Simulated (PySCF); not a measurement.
# SMILES [C-]#[N+][SiH2][SiH2]F, CH₄FNSi₂

Cartesian coordinates in Å; atom numbers follow the order of the lines, from 1:
```xyz
9

C     2.2839    1.0860   -1.6039
N     1.7351    0.4427   -0.7812
Si    0.8119   -0.4663    0.4092
Si   -1.4181    0.1600    0.0309
F    -2.3540   -0.6118    1.1192
H     1.0652   -1.9137    0.1679
H     1.3094   -0.0800    1.7583
H    -1.5785    1.6298    0.2146
H    -1.8413   -0.2400   -1.3405
```

Computed, not measured: PySCF 2.14.0, quadratic response LC-wPBE/aug-cc-pVDZ first hyperpolarisability, Taylor convention, gas phase. Geometry: PBE0-D3(BJ)/def2-SVP.

Problem. Give the tensor of the second harmonic β(−2ω;ω,ω) at 800 nm in the axes of these coordinates.

Solution. In au, Taylor convention; rows are the first index (the induced dipole):
|  | xx | yy | zz | xy | xz | yz |
| --- | --- | --- | --- | --- | --- | --- |
| x | -87.1 | -23.4 | -36.7 | -27.4 | +44.2 | +18.6 |
| y | -27.7 | -27.2 | -17.3 | -22.2 | +17.7 | +17.3 |
| z | +44.6 | +18.4 | +48.0 | +17.8 | -35.0 | -16.6 |

Norm of βᵢ = ⅓ Σⱼ (βᵢⱼⱼ + βⱼᵢⱼ + βⱼⱼᵢ): 195.8 au, hyper-Rayleigh value 74.9 au.
